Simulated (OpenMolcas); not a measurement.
Fe2+ with 3 ligands (chloride) in trigonal planar coordination (D3h) at 2.34 Å. A charge of +0.333 e stands 2.6 Å behind each ligand. Ligand basis ANO-RCC-VDZP.

```
Program             : OpenMolcas
Method              : SS-CASPT2, IPEA 0.25 Eh, imaginary shift 0.1 Eh (closed shells correlated: 3s 3p and the ligand valence shells)
Basis               : ANO-RCC-VTZP [6s5p3d2f1g]
Scalar Hamiltonian  : DKH2, point nucleus
Active space        : 6 electrons in 5 orbitals (3d)
State averaging     : 2S+1 = 5 even, 5 roots; 2S+1 = 3 even, 45 roots; 2S+1 = 1 even, 50 roots
Spin-orbit coupling : state interaction with AMFI integrals over the reference wave functions
```

What is the spin-free ground state (labels of D3, the rotations of D3h)?

5A1, 1-fold in its orbital part, 100 % from free-ion D terms; it has the highest spin that d6 allows.

Where is the first state of the same spin?

5E at 1270 cm-1 above the ground state.

What are the lowest two levels with spin-orbit coupling?

A 1-fold level A1, then a 2-fold level E 20 cm-1 above it. Their leading multiplicities are 5 (100 %) and 5 (100 %).

What is χT at 300 K, and how does it compare with the textbook value?

The lowest level has 2S+1 = 5, for which the spin-only value is χT = S(S+1) / 2 = 3.000 cm3 K/mol (g = 2). The computed 4.099 at 300 K differs by +1.099, through orbital momentum, spin-orbit coupling and any other state in reach.

Roots that are degenerate in the reference are averaged as groups; the widest CASPT2 spread within a group is 150 cm-1 (the 2-fold group of multiplicity 5 near 5880 cm-1 above the lowest state of its run). Shifts and gaps below about the spread of the groups concerned are not significant. Over all roots computed the reference weight is 0.75 to 0.78; a low but even weight reflects the number of correlated electrons. A single d shell leaves out the double-shell effect, which counts most for late 3d ions, where the CASPT2 field can be off either way by tens of per cent. Ligand-to-metal charge-transfer states are missing. For late 3d ions with one d shell CASPT2 can put B and the spin-flip bands somewhat low as well as high. Free-ion shares, where given, are those of the reference states; single-state CASPT2 does not remix them. No measured value stands beside these numbers; the geometry is a model, was not optimised and need not be the one that this ion takes.
